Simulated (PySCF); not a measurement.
Computed properties of Si(F)(Cl)(Br)(OH) (BrClFHOSi), SMILES Br[Si](F)(O)Cl

BrClFHOSi, SMILES Cl[Si](F)(Br)O. The structure is a stationary point at B3LYP-D3(BJ)/def2-SVP. One conformer was computed; it need not be the lowest. All values are computed for the isolated molecule unless a solvent is named; none is compared with measurement here.

**Structure.** All 12 harmonic modes at B3LYP-D3(BJ)/def2-SVP (PySCF) are real, so it is a minimum. With heavy atoms numbered as in [OH:1][Si:2]([F:3])([Cl:4])[Br:5], the shortest bond between them is Si2–F3 at 1.612 Å and the longest Si2–Br5 at 2.212 Å.

**Vibrations.** The strongest infrared lines (harmonic, unscaled, degenerate partners summed) lie at 785 cm⁻¹ (296 km/mol, H 64 %, O 24 %, Si 9 %), 593 cm⁻¹ (190 km/mol, Si 57 %, Cl 30 %, H 9 %), 896 cm⁻¹ (143 km/mol, F 38 %, Si 38 %, O 13 %, H 11 %). The softest mode is at 128 cm⁻¹ and the zero-point energy is 12.7 kcal/mol.

**Electronic structure.** CAM-B3LYP/def2-TZVP (PySCF) places the frontier levels at -10.42 and 0.64 eV, a gap of 11.06 eV, and gives a dipole moment of 1.77 D and a mean polarisability of 54.4 bohr³. PBE/def2-TZVP (PySCF) at the same geometry gives -7.73 and -1.37 eV, so its gap is 4.70 eV narrower. An orbital gap is neither the optical nor the fundamental gap.

**Excitations.** TDA-ωB97X/def2-SVPD (PySCF) has S1 at 7.42 eV (167 nm, f = 0.024, weak); the most intense of the 10 singlets computed lies at 9.19 eV (f = 0.08). T1 (TDA) is at 6.84 eV, 0.58 eV under S1. TDA-PBE/def2-SVPD (PySCF) puts S1 at 6.33 eV. No vertical singlet excitation falls in the visible range (under 3.1 eV).

**NMR.** GIAO shifts at PBE0/pcSseg-1 (PySCF) (non-relativistic, atoms alike by connectivity averaged): ¹H at 3.4 ppm against TMS; ²⁹Si at -19.6 ppm against TMS; ¹⁹F at -95.0 ppm against CFCl3. Without spin–orbit terms, shifts of atoms bonded to Cl or Br come out too high.

**Solvation.** SMD-B3LYP/6-31G* (PySCF) gives -5.2 kcal/mol in water, -6.6 kcal/mol in acetone, -5.0 kcal/mol in benzene (1 M in both phases, gas-phase geometry); of these solvents acetone holds the molecule best.
